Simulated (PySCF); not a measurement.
CF$_{4}$ (SMILES FC(F)(F)F), singlet, at a GFN2-xTB geometry; DF-R2SCAN/aug-cc-pVDZ in PySCF.

Input for PySCF:
```python
from pyscf import gto, scf, dft

mol = gto.M(
    atom='''
C     0.000000    0.000000   -0.000000
F     0.761567    0.766691    0.747684
F    -0.749402   -0.756914    0.769615
F    -0.767915    0.750644   -0.757410
F     0.755750   -0.760420   -0.759889
''',
    basis='aug-cc-pvdz',
    charge=0,
    spin=0,
    verbose=4,
)

mf = dft.RKS(mol)
mf.xc = 'r2scan'
mf = mf.density_fit(auxbasis='def2-universal-jkfit')
mf = mf.newton()
mf.kernel()
```

The log (banner, timings and long lists left out):

```
PySCF version 2.14.0

[INPUT] verbose = 4
[INPUT] num. atoms = 5
[INPUT] num. electrons = 42
[INPUT] charge = 0
[INPUT] spin (= nelec alpha-beta = 2S) = 0
[INPUT] symmetry False subgroup None
[INPUT] Mole.unit = angstrom
[INPUT] Symbol           X                Y                Z      unit          X                Y                Z       unit  Magmom
[INPUT]  1 C      0.000000000000   0.000000000000   0.000000000000 AA    0.000000000000   0.000000000000   0.000000000000 Bohr   0.0
[INPUT]  2 F      0.761567000000   0.766691000000   0.747684000000 AA    1.439153055507   1.448836012169   1.412917987719 Bohr   0.0
[INPUT]  3 F     -0.749402000000  -0.756914000000   0.769615000000 AA   -1.416164537201  -1.430360159849   1.454361571357 Bohr   0.0
[INPUT]  4 F     -0.767915000000   0.750644000000  -0.757410000000 AA   -1.451149036945   1.418511577048  -1.431297464007 Bohr   0.0
[INPUT]  5 F      0.755750000000  -0.760420000000  -0.759889000000 AA    1.428160518640  -1.436985539642  -1.435982095070 Bohr   0.0

nuclear repulsion = 206.829469735901
number of shells = 40
number of NR pGTOs = 175
number of NR cGTOs = 115
basis = aug-cc-pvdz
ecp = {}

******** <class 'pyscf.soscf.newton_ah.SecondOrderDFRKS'> ********
method = SecondOrderDFRKS
initial guess = minao
damping factor = 0
level_shift factor = 0
DIIS = <class 'pyscf.scf.diis.CDIIS'>
diis_start_cycle = 1
diis_space = 8
diis_damp = 0
SCF conv_tol = 1e-09
SCF conv_tol_grad = None
SCF max_cycles = 50
direct_scf = False
XC library pyscf.dft.libxc version 7.1.2
    S. Lehtola, C. Steigemann, M. J. T. Oliveira, and M. A. L. Marques,  SoftwareX 7, 1–5 (2018)
XC functionals = r2scan
    J. W. Furness, A. D. Kaplan, J. Ning, J. P. Perdew, and J. Sun,  J. Phys. Chem. Lett. 11, 8208–8215 (2020)
    J. W. Furness, A. D. Kaplan, J. Ning, J. P. Perdew, and J. Sun,  J. Phys. Chem. Lett. 11, 9248–9248 (2020)
    J. W. Furness, A. D. Kaplan, J. Ning, J. P. Perdew, and J. Sun,  J. Phys. Chem. Lett. 11, 8208–8215 (2020)
    J. W. Furness, A. D. Kaplan, J. Ning, J. P. Perdew, and J. Sun,  J. Phys. Chem. Lett. 11, 9248–9248 (2020)
radial grids:
    Treutler-Ahlrichs [JCP 102, 346 (1995); DOI:10.1063/1.469408] (M4) radial grids

becke partition: Becke, JCP 88, 2547 (1988); DOI:10.1063/1.454033
pruning grids: <function nwchem_prune>
grids dens level: 3
symmetrized grids: False
atomic radii adjust function: <function treutler_atomic_radii_adjust>
small_rho_cutoff = 0
******** <class 'pyscf.df.df_jk.DFRKS'> Newton solver flags ********
SCF tol = 1e-09
conv_tol_grad = None
max. SCF cycles = 50
direct_scf = False
max_cycle_inner = 12
max_stepsize = 0.05
ah_start_tol = 1e+09
ah_level_shift = 0
ah_conv_tol = 1e-12
ah_lindep = 1e-14
ah_start_cycle = 1
ah_max_cycle = 40
ah_grad_trust_region = 2.5
kf_interval = 4
kf_trust_region = 5
canonicalization = True
Set conv_tol_grad to 3.16228e-05
Initial guess from minao.
tot grids = 71168
  HOMO = -0.44196518744761  LUMO = 0.0155204182796327  gap/eV = 12.44882
Initial guess E= -437.233141780606  |g|= 0.909133
macro= 0  E= -437.366678875756  delta_E= -0.133537  |g|= 0.909133  2 KF 5 JK
macro= 1  E= -437.367761135329  delta_E= -0.00108226  |g|= 0.00252558  2 KF 8 JK
macro= 2  E= -437.367761135333  delta_E= -4.77485e-12  |g|= 1.16789e-05  1 KF 2 JK
Canonicalize SCF orbitals
macro X = 3  E=-437.367761135333  |g|= 1.16789e-05  total 6 KF 19 JK
converged SCF energy = -437.367761135333
```
